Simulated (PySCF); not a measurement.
# UHF on Cr+ (chromium, charge +1)

Configuration: [Ar] 3d5, high-spin 6S determinant. Calculation: PySCF 2.14, in aug-cc-pVDZ (7s6p4d2f, 59 functions); the non-relativistic Hamiltonian (point nucleus).

```json
{
  "Total energy": "-1043.137869 hartree",
  "One-electron energy": "-1433.5041 hartree",
  "Hartree (Coulomb) energy": "438.0509 hartree",
  "Exchange energy": "-47.6846 hartree",
  "Kinetic energy": "1043.42332 hartree",
  "⟨S²⟩": "8.7501",
  "⟨L²⟩": "0.000",
  "Sum of ⟨r⟩": "16.58 bohr",
  "Sum of ⟨r²⟩": "20.87 bohr²",
  "Density at the nucleus (Gaussians lack the cusp)": "9260 bohr⁻³",
  "Spin density at the nucleus": "-0.429 bohr⁻³",
  "Langevin diamagnetic susceptibility": "-16.5 ×10⁻⁶ cm³/mol",
  "Time after the integrals": "0.14 s of wall time on 1 thread of Intel(R) Xeon(R) 6975P-C (shared host)"
}
```

| shell | electrons | mean orbital energy (hartree) | rms radius, mean of both spins (bohr) |
| --- | --- | --- | --- |
| 1s α | 1 | -220.63702 | 0.0743 |
| 1s β | 1 | -220.63632 | 0.0743 |
| 2s α | 1 | -26.50847 | 0.319 |
| 2s β | 1 | -26.40804 | 0.319 |
| 2p α | 3 | -22.44021 | 0.288 |
| 2p β | 3 | -22.33964 | 0.288 |
| 3s α | 1 | -3.72101 | 0.982 |
| 3s β | 1 | -3.37446 | 0.982 |
| 3p α | 3 | -2.53305 | 1.06 |
| 3p β | 3 | -2.10564 | 1.06 |
| 3d α | 5 | -0.64610 | 1.51 |
